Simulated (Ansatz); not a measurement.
Coupled-cluster run, H₈N₂O₃Si₂, SMILES `N[SiH](O)[Si](N)(O)O`.

```yaml
crystal:
  periodic: [false, false, false]
  atoms:
    - {symbol: N, position_ang: [0.203014, 2.173574, -0.862695]}
    - {symbol: Si, position_ang: [-0.032077, 1.184195, 0.507646]}
    - {symbol: O, position_ang: [-1.534807, 1.221149, 1.236390]}
    - {symbol: Si, position_ang: [0.036282, -1.070644, -0.119885]}
    - {symbol: N, position_ang: [1.428446, -2.033132, 0.102098]}
    - {symbol: O, position_ang: [-0.274640, -0.990702, -1.737395]}
    - {symbol: O, position_ang: [-1.111344, -1.837628, 0.775852]}
    - {symbol: H, position_ang: [0.466016, 3.143083, -0.822540]}
    - {symbol: H, position_ang: [-0.143854, 1.898309, -1.766662]}
    - {symbol: H, position_ang: [0.960918, 1.669866, 1.510161]}
    - {symbol: H, position_ang: [-1.811717, 2.032089, 1.666242]}
    - {symbol: H, position_ang: [1.599806, -2.473821, 0.990647]}
    - {symbol: H, position_ang: [2.280254, -1.847079, -0.399610]}
    - {symbol: H, position_ang: [-0.287314, -1.828937, -2.206400]}
    - {symbol: H, position_ang: [-1.778983, -1.240303, 1.126131]}
basis:
  gaussian: {orbitals: def2-TZVPP}
correlation: {method: ccsd_t}
```

```sh
$ ansatz run in.yaml --threads 2 --pin off --events-out ev --progress --plain --max-ram 32768MiB --backend cuda --devices 0, --max-vram 18GiB
```

Output of Ansatz, abridged:

```
Functional definition: HF
  name "HF"
  cite "Fock, Z. Phys. 61, 126 (1930) doi:10.1007/BF01340294"
  parent pbe
  exchange = exact_x
  correlation = 0
2097 factors; integrals over basis functions are off by at most 1.1e-3 eV
mean field evaluation 1: about -24927.5669 eV, gradient 7.1e1 eV
mean field evaluation 2: about -24927.9436 eV, gradient 7.1e1 eV
mean field evaluation 4: about -24937.1543 eV, gradient 4.5e0 eV
mean field evaluation 8: about -24937.2614 eV, gradient 3.7e-1 eV
mean field -24937.26183566 eV, -916.4274693774 hartree, gradient 6.1e-6 eV, S^2 0.000000; 0 other end points of the search recorded, 0 dependent functions left out
15 core orbitals not correlated: weight in the atoms' cores, before any rotation towards them, 1.000 or more for the frozen orbitals, at most 0.000 for the correlated occupied ones
reference -24937.26183566 eV, -916.4274693774 hartree; 22, 22 occupied and 314, 314 virtual orbitals, 2097 factors
second order -37.76012513 eV of doubles, -0.00000000 eV of singles
cycle   1  -37.80139349 eV  change   -4.1e-2 eV  update   1.2e-1
cycle   2  -38.59966482 eV  change   -8.0e-1 eV  update   3.5e-2
cycle   3  -38.78270667 eV  change   -1.8e-1 eV  update   1.8e-2
cycle   4  -38.76035707 eV  change    2.2e-2 eV  update   4.3e-3
cycle   5  -38.75872695 eV  change    1.6e-3 eV  update   2.1e-3
cycle   6  -38.76008763 eV  change   -1.4e-3 eV  update   6.7e-4
cycle   7  -38.75961782 eV  change    4.7e-4 eV  update   2.5e-4
cycle   8  -38.75947687 eV  change    1.4e-4 eV  update   7.7e-5
cycle   9  -38.75949620 eV  change   -1.9e-5 eV  update   3.1e-5
perturbative correction -1.43182837 eV, -0.0526187222 hartree
Total energy: -24977.45316024 eV, -917.9044733130 hartree
```

Hardware: 2 threads of an AMD EPYC 7R13 on a shared host and a share of an NVIDIA H100 80 GB. Wall time 22 s, peak host memory 0.85 GiB.

MP2 recovers 94.0 % of the CCSD(T) correlation energy and the triples give 3.6 %; T1 = 0.0120.
